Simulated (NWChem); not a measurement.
System: C₂H₅ClGe; SMILES C=[C](Cl)[GeH3]

Input file for NWChem:

```
start job
memory heap 200 mb stack 900 mb global 1100 mb
geometry units angstroms noautoz
  C     -1.797309    -1.002120     0.000000
  C     -0.508906    -0.655648     0.000000
  Cl     0.735386    -1.879591     0.000000
  Ge     0.165717     1.176549     0.000000
  H     -2.570538    -0.229091     0.000000
  H     -2.117165    -2.048469     0.000000
  H     -1.039466     2.132212     0.000000
  H      1.025900     1.394663    -1.253956
  H      1.025900     1.394663     1.253956
end
basis spherical
  C library pcseg-2
  Cl library pcseg-2
  Ge library pcseg-2
  H library pcseg-2
end
dft
  xc xtpss03 ctpss03
  iterations 150
  semidirect filesize 400000000
  mulliken
end
task dft energy
```

Output (shortened):

```
             Northwest Computational Chemistry Package (NWChem) 7.3.0
             --------------------------------------------------------

 CS  symmetry detected

                             Geometry "geometry" -> ""
                             -------------------------

 Output coordinates in angstroms (scale by  1.889725989 to convert to a.u.)

  No.       Tag          Charge          X              Y              Z
 ---- ---------------- ---------- -------------- -------------- --------------
    1 C                    6.0000    -1.81724509    -0.94864016     0.00000000
    2 C                    6.0000    -0.52342905    -0.62296365     0.00000000
    3 Cl                  17.0000     0.70098918    -1.86678803     0.00000000
    4 Ge                  32.0000     0.18061516     1.19813046     0.00000000
    5 H                    1.0000    -2.57792367    -0.16325807     0.00000000
    6 H                    1.0000    -2.15391173    -1.98970195     0.00000000
    7 H                    1.0000    -1.00901995     2.17307976     0.00000000
    8 H                    1.0000     1.04419946     1.40236237    -1.25395600
    9 H                    1.0000     1.04419946     1.40236237     1.25395600

 Effective nuclear repulsion energy (a.u.)     316.6772974981

      Symmetry information
      --------------------

 Group name             Cs
 Group number              2
 Group order               2
 No. of unique centers     8

                                 NWChem DFT Module
                                 -----------------

 Summary of "ao basis" -> "ao basis" (spherical)
 ------------------------------------------------------------------------------
       Tag                 Description            Shells   Functions and Types
 ---------------- ------------------------------  ------  ---------------------
 C                          pcseg-2                 10       30   4s3p2d1f
 Cl                         pcseg-2                 12       34   5s4p2d1f
 Ge                         pcseg-2                 15       43   6s5p3d1f
 H                          pcseg-2                  6       14   3s2p1d

      Symmetry analysis of basis
      --------------------------

        a'        136
        a"         71

            General Information
            -------------------
          SCF calculation type: DFT
          Wavefunction type:  closed shell.
          No. of atoms     :     9
          No. of electrons :    66
           Alpha electrons :    33
            Beta electrons :    33
          Charge           :     0
          Spin multiplicity:     1
          Use of symmetry is: on ; symmetry adaption is: on
          Maximum number of iterations: 150
          AO basis - number of functions:   207
                     number of shells:    77
          Convergence on energy requested:  1.00D-06
          Convergence on density requested:  1.00D-05
          Convergence on gradient requested:  5.00D-04

              XC Information
              --------------
                  TPSS metaGGA Exchange Functional  1.000
             TPSS03 metaGGA Correlation Functional  1.000

             Grid Information
             ----------------
          Grid used for XC integration:  medium
          Radial quadrature: Mura-Knowles
          Angular quadrature: Lebedev.
          Tag              B.-S. Rad. Rad. Pts. Rad. Cut. Ang. Pts.
          ---              ---------- --------- --------- ---------
          C                   0.70       49          12.0       434
          Cl                  1.00       88          12.0       590
          Ge                  1.25      112          12.0       590
          H                   0.35       45          13.0       434
          Grid pruning is: on
          Number of quadrature shells:   478
          Spatial weights used:  Erf1

      Superposition of Atomic Density Guess
      -------------------------------------

 Sum of atomic energies:       -2612.63344532

      Non-variational initial energy
      ------------------------------

 Total energy =   -2614.372890
 1-e energy   =   -4265.802101
 2-e energy   =    1334.751913
 HOMO         =      -0.301807
 LUMO         =      -0.000599

      Symmetry analysis of molecular orbitals - initial
      -------------------------------------------------

  Numbering of irreducible representations:

     1 a'          2 a"

  Orbital symmetries:

     1 a'          2 a'          3 a'          4 a'          5 a"
     6 a'          7 a'          8 a'          9 a'         10 a'
    11 a'         12 a"         13 a'         14 a'         15 a"
    16 a'         17 a'         18 a"         19 a'         20 a'
    21 a"         22 a'         23 a'         24 a'         25 a'
    26 a'         27 a'         28 a"         29 a'         30 a"
    31 a'         32 a'         33 a"         34 a"         35 a'
    36 a'         37 a'         38 a'         39 a"         40 a'
    41 a'         42 a'         43 a"

------------------------------------------------------------
EAF file 0: "./job.aoints.0" size=404750336 bytes
------------------------------------------------------------
               write      read    awrite     aread      wait
               -----      ----    ------     -----      ----
     calls:      772         0         0         0         0
   data(b): 4.05e+08  0.00e+00  0.00e+00  0.00e+00
   time(s): 0.00e+00  0.00e+00  0.00e+00  0.00e+00  0.00e+00
rate(mb/s): 0.00e+00  0.00e+00
------------------------------------------------------------

     ---------------------------------------------
      Total Density - Mulliken Population Analysis
     ---------------------------------------------

    Atom       Charge   Shell Charges
 -----------   ------   -------------------------------------------------------
    1 C    6     6.21   2.00  0.60  0.45  0.16  1.31  1.36  0.28  0.01  0.03  0.00
    2 C    6     5.92   2.00  0.58  0.56  0.14  1.08  1.35  0.13  0.01  0.08  0.01
    3 Cl  17    17.22   2.01  0.38  1.60  1.04  0.92  5.92  1.02  3.05  1.26  0.00  0.03  0.00
    4 Ge  32    31.57   2.00  2.00  1.16  0.81  0.64  0.71  6.00  5.91  0.52  1.40  0.29  9.70  0.36  0.07  0.01
    5 H    1     0.90   0.38  0.44  0.04  0.01  0.04  0.00
    6 H    1     0.92   0.38  0.44  0.05  0.01  0.04  0.00
    7 H    1     1.09   0.36  0.55  0.16  0.00  0.01  0.00
    8 H    1     1.08   0.36  0.55  0.16  0.00  0.01  0.00
    9 H    1     1.08   0.36  0.55  0.16  0.00  0.01  0.00

   convergence    iter        energy       DeltaE   RMS-Dens  Diis-err
 ---------------- ----- ----------------- --------- --------- ---------
 d= 0,ls=0.0,diis     1  -2616.4317295961 -2.93D+03  3.83D-03  8.97D-01
 d= 0,ls=0.0,diis     2  -2616.4048360678  2.69D-02  4.36D-03  7.24D-01
 d= 0,ls=0.0,diis     3  -2616.4246254462 -1.98D-02  2.07D-03  4.90D-01
 d= 0,ls=0.0,diis     4  -2616.4883513268 -6.37D-02  6.61D-04  1.97D-02
 d= 0,ls=0.0,diis     5  -2616.4903900128 -2.04D-03  2.41D-04  4.26D-03
  Resetting Diis
 d= 0,ls=0.0,diis     6  -2616.4910039409 -6.14D-04  4.45D-05  1.03D-04
 d= 0,ls=0.0,diis     7  -2616.4910136674 -9.73D-06  2.13D-05  6.95D-06
 d= 0,ls=0.0,diis     8  -2616.4910126135  1.05D-06  1.31D-05  1.54D-05
 d= 0,ls=0.0,diis     9  -2616.4910144472 -1.83D-06  3.91D-06  1.09D-06
 d= 0,ls=0.0,diis    10  -2616.4910145678 -1.21D-07  9.79D-07  7.93D-08

         Total DFT energy =    -2616.491014567835
      One electron energy =    -4267.304694885517
           Coulomb energy =     1454.145148235428
    Exchange-Corr. energy =     -120.008765415812
 Nuclear repulsion energy =      316.677297498067

 Numeric. integr. density =       66.000045037450

                  Occupations of the irreducible representations
                  ----------------------------------------------

                     irrep           alpha         beta
                     --------     --------     --------
                     a'               25.0         25.0
                     a"                8.0          8.0

                       DFT Final Molecular Orbital Analysis
                       ------------------------------------

 Vector   31  Occ=2.000000D+00  E=-3.114279D-01  Symmetry=a"
              MO Center=  6.3D-01,  3.2D-01, -1.0D-13, r^2= 4.2D+00
   Bfn.  Coefficient  Atom+Function         Bfn.  Coefficient  Atom+Function
  ----- ------------  ---------------      ----- ------------  ---------------
    74      0.305423  3 Cl pz               112     -0.237864  4 Ge pz
   181      0.203682  8 H  s                195     -0.203682  9 H  s
   106      0.167931  4 Ge pz               180      0.167288  8 H  s
   194     -0.167288  9 H  s                 77      0.162565  3 Cl pz
    68     -0.147549  3 Cl pz                71      0.138756  3 Cl pz

 Vector   32  Occ=2.000000D+00  E=-2.673952D-01  Symmetry=a'
              MO Center=  3.2D-01, -1.2D+00,  4.2D-15, r^2= 3.1D+00
   Bfn.  Coefficient  Atom+Function         Bfn.  Coefficient  Atom+Function
  ----- ------------  ---------------      ----- ------------  ---------------
    73      0.390614  3 Cl py                72      0.288837  3 Cl px
    76      0.247509  3 Cl py                67     -0.189332  3 Cl py
    75      0.186600  3 Cl px                70      0.181635  3 Cl py
   111      0.171885  4 Ge py                36     -0.156674  2 C  py
    66     -0.139115  3 Cl px                69      0.132958  3 Cl px

 Vector   33  Occ=2.000000D+00  E=-2.392346D-01  Symmetry=a"
              MO Center= -5.7D-01, -1.1D+00, -2.8D-15, r^2= 2.9D+00
   Bfn.  Coefficient  Atom+Function         Bfn.  Coefficient  Atom+Function
  ----- ------------  ---------------      ----- ------------  ---------------
    74      0.353888  3 Cl pz                 7     -0.281258  1 C  pz
    10     -0.258681  1 C  pz                77      0.250783  3 Cl pz
    37     -0.222543  2 C  pz                40     -0.207984  2 C  pz
    68     -0.171299  3 Cl pz                71      0.166448  3 Cl pz
    13     -0.127682  1 C  pz                43     -0.087821  2 C  pz

 Vector   34  Occ=0.000000D+00  E=-5.433790D-02  Symmetry=a"
              MO Center= -1.0D+00, -6.9D-01, -1.7D-15, r^2= 3.2D+00
   Bfn.  Coefficient  Atom+Function         Bfn.  Coefficient  Atom+Function
  ----- ------------  ---------------      ----- ------------  ---------------
    13      0.537515  1 C  pz                43     -0.498914  2 C  pz
    40     -0.340047  2 C  pz                10      0.313395  1 C  pz
     7      0.308012  1 C  pz                37     -0.305728  2 C  pz
    77      0.216811  3 Cl pz               182     -0.185415  8 H  s
   196      0.185415  9 H  s                112     -0.124305  4 Ge pz

 Vector   35  Occ=0.000000D+00  E=-1.340559D-02  Symmetry=a'
              MO Center=  1.7D-01, -1.5D-01, -1.1D-14, r^2= 6.2D+00
   Bfn.  Coefficient  Atom+Function         Bfn.  Coefficient  Atom+Function
  ----- ------------  ---------------      ----- ------------  ---------------
    34      1.736649  2 C  s                114      0.743541  4 Ge py
   100     -0.640081  4 Ge s                154     -0.517554  6 H  s
    12     -0.479190  1 C  py                76     -0.420935  3 Cl py
   113      0.419951  4 Ge px                42      0.362031  2 C  py
    33      0.343637  2 C  s                 75      0.334955  3 Cl px

 Vector   36  Occ=0.000000D+00  E=-2.673840D-03  Symmetry=a'
              MO Center= -4.6D-01,  9.5D-01, -3.5D-15, r^2= 7.5D+00
   Bfn.  Coefficient  Atom+Function         Bfn.  Coefficient  Atom+Function
  ----- ------------  ---------------      ----- ------------  ---------------
   100      1.208615  4 Ge s                  4      1.108612  1 C  s
   140     -0.910823  5 H  s                168     -0.804915  7 H  s
   114      0.728604  4 Ge py               182     -0.568747  8 H  s
   196     -0.568747  9 H  s                 12      0.355547  1 C  py
   111      0.260747  4 Ge py                65      0.257979  3 Cl s

------------------------------------------------------------
EAF file 0: "./job.aoints.0" size=647495680 bytes
------------------------------------------------------------
               write      read    awrite     aread      wait
               -----      ----    ------     -----      ----
     calls:     1235         9         0     11106     11106
   data(b): 6.47e+08  4.72e+06  0.00e+00  5.82e+09
   time(s): 0.00e+00  0.00e+00  0.00e+00  0.00e+00  0.00e+00
rate(mb/s): 0.00e+00  0.00e+00
------------------------------------------------------------

     ---------------------------------------------
      Total Density - Mulliken Population Analysis
     ---------------------------------------------

    Atom       Charge   Shell Charges
 -----------   ------   -------------------------------------------------------
    1 C    6     6.05   2.00  0.54  0.46  0.12  1.37  1.27  0.25  0.01  0.04  0.00
    2 C    6     6.06   2.00  0.55  0.58  0.10  1.30  1.36  0.08  0.01  0.08  0.01
    3 Cl  17    17.14   2.01  0.36  1.60  1.07  0.93  5.90  1.07  2.93  1.21  0.00  0.05  0.01
    4 Ge  32    31.69   2.00  2.00  1.17  0.79  0.72  0.63  6.00  5.91  0.65  1.45  0.21  9.62  0.45  0.09  0.02
    5 H    1     0.93   0.44  0.42  0.03  0.01  0.03  0.00
    6 H    1     0.93   0.44  0.41  0.04  0.01  0.03  0.00
    7 H    1     1.07   0.39  0.55  0.11  0.00  0.02  0.00
    8 H    1     1.06   0.39  0.55  0.11  0.00  0.02  0.00
    9 H    1     1.06   0.39  0.55  0.11  0.00  0.02  0.00

     -------------------------------------------
      Total Density - Lowdin Population Analysis
     -------------------------------------------

    Atom       Charge   Shell Charges
 -----------   ------   -------------------------------------------------------
    1 C    6     6.03   1.97  0.36  0.33  0.17  1.17  1.33  0.49  0.01  0.18  0.02
    2 C    6     6.45   1.98  0.41  0.37  0.20  1.16  1.40  0.61  0.01  0.29  0.03
    3 Cl  17    16.68   1.95  0.83  1.17  0.89  0.76  5.71  1.38  2.56  1.35  0.00  0.06  0.01
    4 Ge  32    31.55   2.00  2.00  1.11  0.81  0.47  0.37  5.98  5.58  0.97  1.31  0.50  9.37  0.67  0.35  0.05
    5 H    1     0.99   0.37  0.36  0.11  0.01  0.12  0.02
    6 H    1     1.00   0.37  0.36  0.11  0.01  0.12  0.02
    7 H    1     1.10   0.36  0.47  0.20  0.00  0.06  0.01
    8 H    1     1.10   0.36  0.47  0.20  0.00  0.06  0.01
    9 H    1     1.10   0.36  0.47  0.20  0.00  0.06  0.01

     Multipole analysis of the density
     ---------------------------------

     L   x y z        total         alpha         beta         nuclear
     -   - - -        -----         -----         ----         -------
     0   0 0 0     -0.000000    -33.000000    -33.000000     66.000000

     1   1 0 0     -0.432538     -0.216269     -0.216269     -0.000000
     1   0 1 0      0.328570      0.164285      0.164285     -0.000000
     1   0 0 1     -0.000000     -0.000000     -0.000000      0.000000

     2   2 0 0    -31.124874    -96.517494    -96.517494    161.910114
     2   1 1 0      1.041177     -3.802366     -3.802366      8.645910
     2   1 0 1      0.000000      0.000000      0.000000      0.000000
     2   0 2 0    -33.007453   -240.675296   -240.675296    448.343139
     2   0 1 1     -0.000000     -0.000000     -0.000000      0.000000
     2   0 0 2    -33.861232    -22.545778    -22.545778     11.230323
```

Level: TPSS/pcseg-2. Geometry: optimised at PBE0/def2-SVP.
